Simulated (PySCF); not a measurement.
## Telling isomers of C$_{7}$H$_{13}$O$_{2}$P apart by NMR

Calculated, not measured (PySCF 2.14): shielding tensors at PBE0/pcSseg-1 (GIAO), GFN2-xTB structure. Relativity neglected, single conformer, no solvent model, fast rotation and ring inversion assumed for equivalent nuclei.

δ = σ(ref) − σ, references computed at the same level: TMS for ¹H and ¹³C. Splittings of carbon signals by F and P are missing where no couplings were computed. Where no couplings were computed, multiplicities follow the n + 1 count of equivalent neighbours, and m marks all less simple cases (inequivalent or close neighbours, rings, F or P nearby). Shifts are as computed. Against solution values, carbons near 30 ppm lie about +3 ppm off and those near 130 ppm about +5 ppm. Of 1211 compounds with measured shifts, 218 miss one by over three times the rms of a fit or turn the order of signals round; such compounds aren't used in these exercises.

(1) Tabulate the signals of `O=P1(C2CC2)CCOCC1`, `C/C=C/P1(=O)CCOCC1` and their relative energies.

(2) What is the quickest way to tell O=P1(C2CC2)CCOCC1 from C/C=C/P1(=O)CCOCC1?

Answers

(1) 
| SMILES | carbon types | δC | δH | E rel. (kcal/mol) |
| --- | --- | --- | --- | --- |
| O=P1(C2CC2)CCOCC1 | 1×CH 6×CH2 | 67.8, 34.6, 12.2, 1.6 | 4.36 (m, 2H), 4.18 (m, 2H), 1.57 (m, 2H), 1.51 (m, 2H), 0.88 (m, 2H), 0.61 (m, 2H), 0.37 (m, 1H) | 4.1 |
| C/C=C/P1(=O)CCOCC1 | 2×CH 4×CH2 1×CH3 | 157.6, 133.1, 67.7, 35.2, 23.9 | 7.13 (m, 1H), 5.74 (m, 1H), 4.35 (m, 2H), 4.28 (m, 2H), 2.08 (d, 3H), 1.57 (m, 2H), 1.38 (m, 2H) | 0.0 |

Energies are electronic energies at PBE0/pcSseg-1 on these geometries, without zero-point or thermal terms, each for the one conformer computed, which needn't be the lowest.

(2) Count the carbon signals: 4 against 5. The first has a three-membered-ring carbon (CH) at 12.2 ppm, the second an alkene CH at 157.6 ppm. Their most deshielded carbons lie at 67.8 and 157.6 ppm. In the proton spectra the most deshielded non-exchanging signals are 4.36 (m, 2H) and 7.13 (m, 1H).
